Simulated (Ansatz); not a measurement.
One change: `[OH][Ga]([Cl])[Br]` becomes `[Cl][Ga]([Cl])[Br]`.

Ansatz, PBE0-D4/def2-TZVP geometries, multiplicity 1. Each molecule was computed in one conformer, which needn't be the lowest.

Scalar relativity is left out up to krypton.

```tsv
property	`[OH][Ga]([Cl])[Br]`
HOMO energy (PBE/def2-TZVPP) / eV	-7.56
HOMO energy (B3LYP/def2-TZVPP) / eV	-8.62
zero-point energy (PBE0-D4/def2-TZVP) / kJ/mol	41.9
HOMO–LUMO gap (PBE/def2-TZVPP) / eV	4.97
LUMO energy (B3LYP/def2-TZVPP) / eV	-2.00
HOMO–LUMO gap (ωB97M-V/def2-TZVPP) / eV	11.38
```

Problem. Give the same properties after the change, and the shifts. (Estimate.)

Solution. Ansatz gave: 
```json
{"property": "HOMO energy (PBE/def2-TZVPP) / eV", "`[Cl][Ga]([Cl])[Br]`": "-7.68", "shift": "-0.12"}
{"property": "HOMO energy (B3LYP/def2-TZVPP) / eV", "`[Cl][Ga]([Cl])[Br]`": "-8.72", "shift": "-0.10"}
{"property": "zero-point energy (PBE0-D4/def2-TZVP) / kJ/mol", "`[Cl][Ga]([Cl])[Br]`": "9.2", "shift": "-32.7"}
{"property": "HOMO–LUMO gap (PBE/def2-TZVPP) / eV", "`[Cl][Ga]([Cl])[Br]`": "4.72", "shift": "-0.25"}
{"property": "LUMO energy (B3LYP/def2-TZVPP) / eV", "`[Cl][Ga]([Cl])[Br]`": "-2.36", "shift": "-0.36"}
{"property": "HOMO–LUMO gap (ωB97M-V/def2-TZVPP) / eV", "`[Cl][Ga]([Cl])[Br]`": "11.14", "shift": "-0.24"}
```

With PBE0 the HOMO falls by 0.11 eV and the LUMO falls by 0.38 eV, so the gap narrows by about 0.27 eV. PBE moves the HOMO by -0.12 eV and ωB97M-V by -0.10 eV. The zero-point energy changes by -32.7 kJ/mol with -3 modes.

B3LYP here is the variant with VWN-RPA as its local correlation; programs differ in this.

Spin–orbit coupling is left out; it splits and shifts lone-pair levels of the heavy atoms by tenths of an eV.
